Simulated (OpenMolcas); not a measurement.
An OpenMolcas run meant for Gd4+ (ANO-R1, X2C; inactive shells 1s 2s 2p 3s 3p 3d 4s 4p 4d 5s 5p; intended active space 6 electrons in 7 orbitals (4f)). One step of its input:

```
&CASPT2
Multistate=7 1 2 3 4 5 6 7
Frozen=14 9
IPEA=0.25
Shift=1.5
MaxIter=60
WThr=0.0 0.3 0.05
PrWF=0.5
NoMix
```

The run finished. Its levels beside those of a sound run (SS-CASPT2, IPEA 0.25 Eh, imaginary shift 0.1 Eh (closed shells correlated: 5s 5p)), in cm⁻¹ above each run's lowest level:

```csv
Level,This run,Usual run
4f⁶ ⁷F₀,0.0,0.0
4f⁶ ⁷F₁,492,494
4f⁶ ⁷F₂,1403,1408
4f⁶ ⁷F₃,2605,2613
4f⁶ ⁷F₄,3947,3957
4f⁶ ⁷F₅,5283,5292
4f⁶ ⁷F₆,6492,6497
4f⁶ ⁵D₀,24444,24265
4f⁶ ⁵D₁,25515,25335
4f⁶ ⁵D₂,27717,27533
```

Q: Which setting is unsound, and how much does it matter here?

A: The level shift is far above the usual 0.1 to 0.3 hartree and damps the second-order energy. Against the sound run the excited levels shown move by 65 cm-1 on average and by 180 cm-1 at most.

CASPT2 breaks the degeneracy within a term, and the mean is taken; among the terms shown or strongly mixed into the levels shown the widest spread is 49 cm-1 (4f⁶ ⁷F, the sound run). High states are left out of the spin-orbit mixing, which shifts the levels that they would mix with. The basis is small and was not contracted for so high a charge. Only configurations of the active space appear.
